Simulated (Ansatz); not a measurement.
Two isomers of CH6GeOSi: A = `O[SiH]1[CH2][GeH2]1`, B = `O[CH]1[SiH2][GeH2]1`.

Program: Ansatz. Geometries: PBE0-D4/def2-TZVP. ΔE: electronic, gas phase. CBS: MP2 limit from def2 TZ/QZ plus the TZ coupled-cluster correction, frozen cores. DFT in def2-TZVPP. B3LYP here is the variant with VWN-RPA as its local correlation; programs differ in this. For Ge outer-core shells are correlated without core-valence functions, which leaves a few kJ/mol of doubt a bond. Scalar relativity is left out up to krypton. Each species was taken in one conformer, which may not be the lowest.

Q: Which is lower in electronic energy at CCSD(T)/CBS, and by how much? (An estimate is asked.)

A: Computed: A, by 48.8 kcal/mol.

Q: Give E(B) − E(A) in kcal/mol with B2PLYP, B3LYP, MP2/def2-TZVPP, r2SCAN-D4, B3LYP-D4, PBE-D4, HF/def2-TZVPP. (Best estimate.)

A: Computed: B2PLYP 48.8, B3LYP 47.3, MP2/def2-TZVPP 50.8, r2SCAN-D4 48.4, B3LYP-D4 47.2, PBE-D4 44.4, HF/def2-TZVPP 50.5. None reverses the order clearly.

Largest T1 diagnostic: 0.013.

From PBE to PBE0 (25 % exact exchange), in def2-TZVPP and without D4, E(B) − E(A) moves by +1.9 kcal/mol.
